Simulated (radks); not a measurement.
The numbers below are computed, except where a source is named.
Question: The table gives one normalised radial function P(r) = r R(r) of W63+ in [Ne] 3s1 (r in bohr). Level of theory: scalar-relativistic Kohn-Sham, LB94 model potential, spin-polarised, spherical densities, finite nucleus; open shells are filled with parallel spins first (spin-orbit coupling, left out, can overturn this in heavy ions); Fermi nuclear charge, rms radius 5.3658 fm (a radial shooting solver on a logarithmic mesh with Libxc functionals).

r	P
0.0009349	0.0166
0.001046	0.0200
0.00116	0.0237
0.001287	0.0282
0.00144	0.0340
0.001598	0.0405
0.001787	0.0488
0.001983	0.0581
0.002218	0.0700
0.002461	0.0832
0.002731	0.0989
0.003055	0.1190
0.003389	0.1413
0.003791	0.1699
0.004207	0.2014
0.004668	0.2385
0.005221	0.2858
0.005793	0.3376
0.006479	0.4031
0.00719	0.4742
0.007978	0.5567
0.008923	0.6598
0.009901	0.7701
0.01107	0.9062
0.01229	1.0499
0.01374	1.2241
0.01525	1.4045
0.01692	1.6027
0.01893	1.8347
0.021	2.0651
0.02349	2.3254
0.02607	2.5731
0.02892	2.8198
0.03235	3.0748
0.0359	3.2911
0.04015	3.4889
0.04455	3.6271
0.04983	3.7132
0.05529	3.7237
0.06135	3.6592
0.06862	3.5016
0.07614	3.2750
0.08517	2.9535
0.0945	2.5981
0.1049	2.2077
0.1173	1.7745
0.1301	1.3856
0.1456	1.0064
0.1615	0.7078
0.1792	0.4694
0.2005	0.2804
0.2224	0.1611
0.2488	0.0810
0.2761	0.0389
0.3088	0.0158
0.3426	0.0061
0.3802	0.0021
0.4252	0.0006
0.4718	0.0001
0.5278	0.0000
0.5856	0.0000

Which n and l does it have? It may be an empty orbital.

Answer: n = 2, l = 1: the number of nodes gives n - l - 1 = 0, the rise at small r (about r^(l+1), flatter next to the nucleus through relativity) gives l, and the extent must fit the shell. The curve is that of 2p up; the table hardly tells the two spins apart. 2p up: eigenvalue -15796.6 eV, 0 radial nodes, <r> = 0.0681 bohr, 90 % of the charge inside 0.111 bohr.
